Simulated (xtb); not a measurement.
xtb input file for CH₅FO₂Si₂, SMILES F[Si@H]1OC[SiH2]O1, GFN2-xTB. 

```
$ xtb mol.xyz --gfn 2 --sp --chrg 0 --uhf 0 --json
$ cat mol.xyz
11

F      2.24389828    -0.33254547    -0.37926677
Si     0.96151232    -0.16336845     0.55525489
O      0.31670019     1.29969061     0.34064272
C     -1.04007003     1.37390984    -0.08563243
Si    -1.59951257    -0.42909447    -0.48315349
O     -0.21776848    -1.14835628     0.00089678
H      1.29245909    -0.49993687     1.91257024
H     -1.61519423     1.83883103     0.72008994
H     -1.07323444     2.05030462    -0.94290532
H     -2.65739362    -0.88817676     0.40525262
H     -1.76075129    -0.66776552    -1.90954745
```

Program output:

```
[banner left out]
          |                Calculation Setup                |
           -------------------------------------------------



molecular fragmentation (1/2 indicates fragments):
11111111112
# atoms in fragment 1/2:    10     1
 fragment masses (1/2) :      123.21        1.01
CMA distance (Bohr)    :   5.176
constraining FC (au)   :  0.0500

           -------------------------------------------------
          |                 G F N 2 - x T B                 |
           -------------------------------------------------

        Reference                      10.1021/acs.jctc.8b01176
      * Hamiltonian:
        H0-scaling (s, p, d)           1.850000    2.230000    2.230000
        zeta-weighting                 0.500000
      * Dispersion:
        s8                             2.700000
        a1                             0.520000
        a2                             5.000000
        s9                             5.000000
      * Repulsion:
        kExp                           1.500000    1.000000
        rExp                           1.000000
      * Coulomb:
        alpha                          2.000000
        third order                    shell-resolved
        anisotropic                    true
        a3                             3.000000
        a5                             4.000000
        cn-shift                       1.200000
        cn-exp                         4.000000
        max-rad                        5.000000


          ...................................................
          :                      SETUP                      :
          :.................................................:
          :  # basis functions                  41          :
          :  # atomic orbitals                  39          :
          :  # shells                           19          :
          :  # electrons                        36          :
          :  max. iterations                   250          :
          :  Hamiltonian                  GFN2-xTB          :
          :  restarted?                      false          :
          :  GBSA solvation                  false          :
          :  PC potential                    false          :
          :  electronic temp.          300.0000000     K    :
          :  accuracy                    1.0000000          :
          :  -> integral cutoff          0.2500000E+02      :
          :  -> integral neglect         0.1000000E-07      :
          :  -> SCF convergence          0.1000000E-05 Eh   :
          :  -> wf. convergence          0.1000000E-03 e    :
          :  Broyden damping             0.4000000          :
          :  net charge                          0          :
          :  unpaired electrons                  0          :
          ...................................................

 iter      E             dE          RMSdq      gap      omega  full diag
   1    -21.2165413 -0.212165E+02  0.101E+01    6.10       0.0  T
   2    -21.3482033 -0.131662E+00  0.597E+00    4.95       1.0  T
   3    -21.3502777 -0.207441E-02  0.308E+00    5.65       1.0  T
   4    -21.3553727 -0.509499E-02  0.121E+00    5.31       1.0  T
   5    -21.3568631 -0.149040E-02  0.436E-01    5.50       1.0  T
   6    -21.3574346 -0.571473E-03  0.133E-01    5.41       1.0  T
   7    -21.3574346  0.145677E-08  0.381E-02    5.41       1.0  T
   8    -21.3574350 -0.491112E-06  0.169E-02    5.41       1.8  T
   9    -21.3574364 -0.135314E-05  0.805E-03    5.41       3.7  T
  10    -21.3574365 -0.685750E-07  0.436E-03    5.41       6.9  T
  11    -21.3574365 -0.354398E-07  0.198E-03    5.41      15.2  T
  12    -21.3574365 -0.176723E-07  0.604E-04    5.41      50.0  T
  13    -21.3574365 -0.349786E-09  0.243E-04    5.41     124.1  T

   *** convergence criteria satisfied after 13 iterations ***

         #    Occupation            Energy/Eh            Energy/eV
      -------------------------------------------------------------
         1        2.0000           -0.8712589             -23.7082
       ...           ...                  ...                  ...
        12        2.0000           -0.4986145             -13.5680
        13        2.0000           -0.4931155             -13.4184
        14        2.0000           -0.4745946             -12.9144
        15        2.0000           -0.4719541             -12.8425
        16        2.0000           -0.4424566             -12.0399
        17        2.0000           -0.4316834             -11.7467
        18        2.0000           -0.4093748             -11.1397 (HOMO)
        19                         -0.2104558              -5.7268 (LUMO)
        20                         -0.1903191              -5.1788
        21                         -0.1763997              -4.8001
        22                         -0.1550893              -4.2202
        23                         -0.1306717              -3.5558
       ...                                ...                  ...
        39                          1.0037155              27.3125
      -------------------------------------------------------------
                  HL-Gap            0.1989190 Eh            5.4129 eV
             Fermi-level           -0.3099153 Eh           -8.4332 eV

 SCC (total)                   0 d,  0 h,  0 min,  0.011 sec
 SCC setup                      ...        0 min,  0.000 sec (  1.087%)
 Dispersion                     ...        0 min,  0.000 sec (  0.479%)
 classical contributions        ...        0 min,  0.000 sec (  0.173%)
 integral evaluation            ...        0 min,  0.002 sec ( 16.331%)
 iterations                     ...        0 min,  0.005 sec ( 47.878%)
 molecular gradient             ...        0 min,  0.004 sec ( 33.110%)
 printout                       ...        0 min,  0.000 sec (  0.804%)

         :::::::::::::::::::::::::::::::::::::::::::::::::::::
         ::                     SUMMARY                     ::
         :::::::::::::::::::::::::::::::::::::::::::::::::::::
         :: total energy             -21.223767443465 Eh    ::
         :: gradient norm              0.000253664268 Eh/a0 ::
         :: HOMO-LUMO gap              5.412862469142 eV    ::
         ::.................................................::
         :: SCC energy               -21.357428090285 Eh    ::
         :: -> isotropic ES            0.088536304201 Eh    ::
         :: -> anisotropic ES         -0.004272576157 Eh    ::
         :: -> anisotropic XC         -0.006741703132 Eh    ::
         :: -> dispersion             -0.007634562115 Eh    ::
         :: repulsion energy           0.133660646820 Eh    ::
         :: add. restraining           0.000000000000 Eh    ::
         :: total charge              -0.000000000000 e     ::
         :::::::::::::::::::::::::::::::::::::::::::::::::::::

           -------------------------------------------------
          |                Property Printout                |
           -------------------------------------------------

    * Orbital Energies and Occupations

         #    Occupation            Energy/Eh            Energy/eV
      -------------------------------------------------------------
         1        2.0000           -0.8712589             -23.7082
       ...           ...                  ...                  ...
         6        2.0000           -0.5973480             -16.2547
         7        2.0000           -0.5410636             -14.7231
         8        2.0000           -0.5400194             -14.6947
         9        2.0000           -0.5231119             -14.2346
        10        2.0000           -0.5150986             -14.0165
        11        2.0000           -0.5147320             -14.0066
        12        2.0000           -0.4986145             -13.5680
        13        2.0000           -0.4931155             -13.4184
        14        2.0000           -0.4745946             -12.9144
        15        2.0000           -0.4719541             -12.8425
        16        2.0000           -0.4424566             -12.0399
        17        2.0000           -0.4316834             -11.7467
        18        2.0000           -0.4093748             -11.1397 (HOMO)
        19                         -0.2104558              -5.7268 (LUMO)
        20                         -0.1903191              -5.1788
        21                         -0.1763997              -4.8001
        22                         -0.1550893              -4.2202
        23                         -0.1306717              -3.5558
        24                         -0.1001075              -2.7241
        25                         -0.0332139              -0.9038
        26                         -0.0123997              -0.3374
        27                          0.0578837               1.5751
        28                          0.0758971               2.0653
        29                          0.1311415               3.5685
       ...                                ...                  ...
        39                          1.0037155              27.3125
      -------------------------------------------------------------
                  HL-Gap            0.1989190 Eh            5.4129 eV
             Fermi-level           -0.3099153 Eh           -8.4332 eV

     #   Z          covCN         q      C6AA      α(0)
     1   9 F        0.705    -0.256    11.845     4.064
     2  14 Si       3.804     0.688    92.413    18.392
     3   8 O        1.627    -0.368    20.253     6.074
     4   6 C        3.715    -0.041    21.434     6.615
     5  14 Si       3.974     0.543    95.647    18.702
     6   8 O        1.539    -0.465    22.233     6.361
     7   1 H        0.924    -0.046     3.990     3.124
     8   1 H        0.924     0.032     2.557     2.501
     9   1 H        0.924     0.040     2.452     2.449
    10   1 H        0.920    -0.069     4.593     3.352
    11   1 H        0.920    -0.058     4.293     3.241

 Mol. C6AA /au·bohr⁶  :       2058.975720
 Mol. C8AA /au·bohr⁸  :      74657.988618
 Mol. α(0) /au        :         74.872803


Wiberg/Mayer (AO) data.
largest (>0.10) Wiberg bond orders for each atom

 ---------------------------------------------------------------------------
     #   Z sym  total        # sym  WBO       # sym  WBO       # sym  WBO
 ---------------------------------------------------------------------------
     1   9 F    1.202 --     2 Si   1.080
     2  14 Si   4.136 --     3 O    1.183     1 F    1.080     6 O    1.008
                             7 H    0.873
     3   8 O    2.271 --     2 Si   1.183     4 C    0.978
     4   6 C    3.889 --     8 H    0.981     9 H    0.980     3 O    0.978
                             5 Si   0.862
     5  14 Si   3.706 --     6 O    1.086    11 H    0.885    10 H    0.883
                             4 C    0.862
     6   8 O    2.287 --     5 Si   1.086     2 Si   1.008
     7   1 H    0.998 --     2 Si   0.873
     8   1 H    0.999 --     4 C    0.981
     9   1 H    0.998 --     4 C    0.980
    10   1 H    0.995 --     5 Si   0.883
    11   1 H    0.997 --     5 Si   0.885
 ---------------------------------------------------------------------------

Topologies differ in total number of bonds
Writing topology from bond orders to xtbtopo.mol

molecular dipole:
                 x           y           z       tot (Debye)
 q only:       -1.179       0.005       0.142
   full:       -1.114       0.189       0.186       2.910
molecular quadrupole (traceless):
                xx          xy          yy          xz          yz          zz
 q only:        2.057      -0.737      -3.595       3.916      -0.960       1.538
  q+dip:       -2.833      -1.178      -2.249       1.772      -1.533       5.083
Note: The following floating-point exceptions are signalling: IEEE_UNDERFLOW_FLAG IEEE_DENORMAL
normal termination of xtb
   full:        0.338      -1.131      -2.214       3.809      -0.968       1.876


           -------------------------------------------------
          | TOTAL ENERGY              -21.223767443465 Eh   |
          | GRADIENT NORM               0.000253664268 Eh/α |
          | HOMO-LUMO GAP               5.412862469142 eV   |
           -------------------------------------------------

------------------------------------------------------------------------
------------------------------------------------------------------------
 total:
 SCF:
```

Self-consistency was reached.

Cost: roughly 0.04 core-seconds.
